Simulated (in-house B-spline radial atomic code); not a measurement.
Orbital energies and mean radii along the 31-electron series, configuration 1s2 2s2 2p6 3s2 3p6 3d10 4s2 4p1/2(1). The effective charge is n√(-2ε), a non-relativistic measure. Computed with a B-spline radial code for spherical atoms: Dirac-Hartree-Fock, jj configuration that fills j = l - 1/2 first, finite nuclei.

```json
{"ion": "Te21+", "Z": "52", "energy of 4p1/2 (Eh)": "-23.286", "mean radius of 4p1/2 (bohr)": "0.68883", "energy of 2p3/2 (Eh)": "-184.04", "mean radius of 2p3/2 (bohr)": "0.10628", "energy of 3p3/2 (Eh)": "-52.302", "mean radius of 3p3/2 (bohr)": "0.31773", "energy of 3d3/2 (Eh)": "-43.762", "mean radius of 3d3/2 (bohr)": "0.28773", "effective charge of 4p1/2": "27.297"}
{"ion": "I22+", "Z": "53", "energy of 4p1/2 (Eh)": "-25.148", "mean radius of 4p1/2 (bohr)": "0.66646", "energy of 2p3/2 (Eh)": "-193.62", "mean radius of 2p3/2 (bohr)": "0.10403", "energy of 3p3/2 (Eh)": "-55.867", "mean radius of 3p3/2 (bohr)": "0.30963", "energy of 3d3/2 (Eh)": "-47.072", "mean radius of 3d3/2 (bohr)": "0.27961", "effective charge of 4p1/2": "28.368"}
{"ion": "Xe23+", "Z": "54", "energy of 4p1/2 (Eh)": "-27.081", "mean radius of 4p1/2 (bohr)": "0.64547", "energy of 2p3/2 (Eh)": "-203.46", "mean radius of 2p3/2 (bohr)": "0.10186", "energy of 3p3/2 (Eh)": "-59.548", "mean radius of 3p3/2 (bohr)": "0.30193", "energy of 3d3/2 (Eh)": "-50.497", "mean radius of 3d3/2 (bohr)": "0.27194", "effective charge of 4p1/2": "29.438"}
{"ion": "Cs24+", "Z": "55", "energy of 4p1/2 (Eh)": "-29.085", "mean radius of 4p1/2 (bohr)": "0.62575", "energy of 2p3/2 (Eh)": "-213.55", "mean radius of 2p3/2 (bohr)": "0.099784", "energy of 3p3/2 (Eh)": "-63.344", "mean radius of 3p3/2 (bohr)": "0.29458", "energy of 3d3/2 (Eh)": "-54.037", "mean radius of 3d3/2 (bohr)": "0.26468", "effective charge of 4p1/2": "30.508"}
{"ion": "Ba25+", "Z": "56", "energy of 4p1/2 (Eh)": "-31.16", "mean radius of 4p1/2 (bohr)": "0.60717", "energy of 2p3/2 (Eh)": "-223.91", "mean radius of 2p3/2 (bohr)": "0.097784", "energy of 3p3/2 (Eh)": "-67.256", "mean radius of 3p3/2 (bohr)": "0.28757", "energy of 3d3/2 (Eh)": "-57.691", "mean radius of 3d3/2 (bohr)": "0.25779", "effective charge of 4p1/2": "31.577"}
{"ion": "La26+", "Z": "57", "energy of 4p1/2 (Eh)": "-33.305", "mean radius of 4p1/2 (bohr)": "0.58963", "energy of 2p3/2 (Eh)": "-234.51", "mean radius of 2p3/2 (bohr)": "0.095859", "energy of 3p3/2 (Eh)": "-71.283", "mean radius of 3p3/2 (bohr)": "0.28088", "energy of 3d3/2 (Eh)": "-61.461", "mean radius of 3d3/2 (bohr)": "0.25125", "effective charge of 4p1/2": "32.646"}
{"ion": "Ce27+", "Z": "58", "energy of 4p1/2 (Eh)": "-35.523", "mean radius of 4p1/2 (bohr)": "0.57304", "energy of 2p3/2 (Eh)": "-245.38", "mean radius of 2p3/2 (bohr)": "0.094004", "energy of 3p3/2 (Eh)": "-75.427", "mean radius of 3p3/2 (bohr)": "0.27449", "energy of 3d3/2 (Eh)": "-65.347", "mean radius of 3d3/2 (bohr)": "0.24503", "effective charge of 4p1/2": "33.715"}
{"ion": "Pr28+", "Z": "59", "energy of 4p1/2 (Eh)": "?", "mean radius of 4p1/2 (bohr)": "?", "energy of 2p3/2 (Eh)": "?", "mean radius of 2p3/2 (bohr)": "?", "energy of 3p3/2 (Eh)": "?", "mean radius of 3p3/2 (bohr)": "?", "energy of 3d3/2 (Eh)": "?", "mean radius of 3d3/2 (bohr)": "?", "effective charge of 4p1/2": "?"}
{"ion": "Nd29+", "Z": "60", "energy of 4p1/2 (Eh)": "-40.174", "mean radius of 4p1/2 (bohr)": "0.5424", "energy of 2p3/2 (Eh)": "-267.89", "mean radius of 2p3/2 (bohr)": "0.090493", "energy of 3p3/2 (Eh)": "-84.063", "mean radius of 3p3/2 (bohr)": "0.2625", "energy of 3d3/2 (Eh)": "-73.464", "mean radius of 3d3/2 (bohr)": "0.23346", "effective charge of 4p1/2": "35.855"}
{"ion": "Pm30+", "Z": "61", "energy of 4p1/2 (Eh)": "-42.61", "mean radius of 4p1/2 (bohr)": "0.52823", "energy of 2p3/2 (Eh)": "-279.53", "mean radius of 2p3/2 (bohr)": "0.088829", "energy of 3p3/2 (Eh)": "-88.556", "mean radius of 3p3/2 (bohr)": "0.25688", "energy of 3d3/2 (Eh)": "-77.697", "mean radius of 3d3/2 (bohr)": "0.22806", "effective charge of 4p1/2": "36.926"}
{"ion": "Sm31+", "Z": "62", "energy of 4p1/2 (Eh)": "-45.119", "mean radius of 4p1/2 (bohr)": "0.51473", "energy of 2p3/2 (Eh)": "-291.42", "mean radius of 2p3/2 (bohr)": "0.087222", "energy of 3p3/2 (Eh)": "-93.166", "mean radius of 3p3/2 (bohr)": "0.25149", "energy of 3d3/2 (Eh)": "-82.045", "mean radius of 3d3/2 (bohr)": "0.22291", "effective charge of 4p1/2": "37.997"}
{"ion": "Eu32+", "Z": "63", "energy of 4p1/2 (Eh)": "-47.702", "mean radius of 4p1/2 (bohr)": "0.50187", "energy of 2p3/2 (Eh)": "-303.58", "mean radius of 2p3/2 (bohr)": "0.085669", "energy of 3p3/2 (Eh)": "-97.893", "mean radius of 3p3/2 (bohr)": "0.24631", "energy of 3d3/2 (Eh)": "-86.51", "mean radius of 3d3/2 (bohr)": "0.21797", "effective charge of 4p1/2": "39.07"}
{"ion": "Gd33+", "Z": "64", "energy of 4p1/2 (Eh)": "-50.359", "mean radius of 4p1/2 (bohr)": "0.48959", "energy of 2p3/2 (Eh)": "-316", "mean radius of 2p3/2 (bohr)": "0.084168", "energy of 3p3/2 (Eh)": "-102.74", "mean radius of 3p3/2 (bohr)": "0.24133", "energy of 3d3/2 (Eh)": "-91.091", "mean radius of 3d3/2 (bohr)": "0.21324", "effective charge of 4p1/2": "40.143"}
{"ion": "Tb34+", "Z": "65", "energy of 4p1/2 (Eh)": "?", "mean radius of 4p1/2 (bohr)": "?", "energy of 2p3/2 (Eh)": "?", "mean radius of 2p3/2 (bohr)": "?", "energy of 3p3/2 (Eh)": "?", "mean radius of 3p3/2 (bohr)": "?", "energy of 3d3/2 (Eh)": "?", "mean radius of 3d3/2 (bohr)": "?", "effective charge of 4p1/2": "?"}
{"ion": "Dy35+", "Z": "66", "energy of 4p1/2 (Eh)": "-55.901", "mean radius of 4p1/2 (bohr)": "0.46662", "energy of 2p3/2 (Eh)": "-341.61", "mean radius of 2p3/2 (bohr)": "0.081309", "energy of 3p3/2 (Eh)": "-112.78", "mean radius of 3p3/2 (bohr)": "0.23192", "energy of 3d3/2 (Eh)": "-100.6", "mean radius of 3d3/2 (bohr)": "0.20436", "effective charge of 4p1/2": "42.295"}
{"ion": "Ho36+", "Z": "67", "energy of 4p1/2 (Eh)": "?", "mean radius of 4p1/2 (bohr)": "?", "energy of 2p3/2 (Eh)": "?", "mean radius of 2p3/2 (bohr)": "?", "energy of 3p3/2 (Eh)": "?", "mean radius of 3p3/2 (bohr)": "?", "energy of 3d3/2 (Eh)": "?", "mean radius of 3d3/2 (bohr)": "?", "effective charge of 4p1/2": "?"}
{"ion": "Er37+", "Z": "68", "energy of 4p1/2 (Eh)": "-61.749", "mean radius of 4p1/2 (bohr)": "0.44555", "energy of 2p3/2 (Eh)": "-368.26", "mean radius of 2p3/2 (bohr)": "0.078628", "energy of 3p3/2 (Eh)": "-123.29", "mean radius of 3p3/2 (bohr)": "0.22319", "energy of 3d3/2 (Eh)": "-110.58", "mean radius of 3d3/2 (bohr)": "0.19617", "effective charge of 4p1/2": "44.452"}
{"ion": "Tm38+", "Z": "69", "energy of 4p1/2 (Eh)": "-64.789", "mean radius of 4p1/2 (bohr)": "0.43565", "energy of 2p3/2 (Eh)": "-381.98", "mean radius of 2p3/2 (bohr)": "0.077348", "energy of 3p3/2 (Eh)": "-128.72", "mean radius of 3p3/2 (bohr)": "0.21906", "energy of 3d3/2 (Eh)": "-115.75", "mean radius of 3d3/2 (bohr)": "0.1923", "effective charge of 4p1/2": "45.533"}
{"ion": "Yb39+", "Z": "70", "energy of 4p1/2 (Eh)": "-67.908", "mean radius of 4p1/2 (bohr)": "0.42614", "energy of 2p3/2 (Eh)": "-395.96", "mean radius of 2p3/2 (bohr)": "0.076107", "energy of 3p3/2 (Eh)": "-134.28", "mean radius of 3p3/2 (bohr)": "0.21506", "energy of 3d3/2 (Eh)": "-121.03", "mean radius of 3d3/2 (bohr)": "0.18858", "effective charge of 4p1/2": "46.616"}
```

Fill in the row of Pr28+.

energy of 4p1/2 (Eh): -37.812; mean radius of 4p1/2 (bohr): 0.55732; energy of 2p3/2 (Eh): -256.5; mean radius of 2p3/2 (bohr): 0.092217; energy of 3p3/2 (Eh): -79.687; mean radius of 3p3/2 (bohr): 0.26837; energy of 3d3/2 (Eh): -69.348; mean radius of 3d3/2 (bohr): 0.23911; effective charge of 4p1/2: 34.785.

Fill in the row of Tb34+.

energy of 4p1/2 (Eh): -53.092; mean radius of 4p1/2 (bohr): 0.47785; energy of 2p3/2 (Eh): -328.67; mean radius of 2p3/2 (bohr): 0.082715; energy of 3p3/2 (Eh): -107.7; mean radius of 3p3/2 (bohr): 0.23653; energy of 3d3/2 (Eh): -95.789; mean radius of 3d3/2 (bohr): 0.20871; effective charge of 4p1/2: 41.218.

Fill in the row of Ho36+.

energy of 4p1/2 (Eh): -58.787; mean radius of 4p1/2 (bohr): 0.45587; energy of 2p3/2 (Eh): -354.81; mean radius of 2p3/2 (bohr): 0.079947; energy of 3p3/2 (Eh): -117.97; mean radius of 3p3/2 (bohr): 0.22748; energy of 3d3/2 (Eh): -105.53; mean radius of 3d3/2 (bohr): 0.20018; effective charge of 4p1/2: 43.372.

How does the screening of 4p1/2 change?

Z less the effective charge goes from 24.70 at Z = 52 to 23.38 at Z = 70.
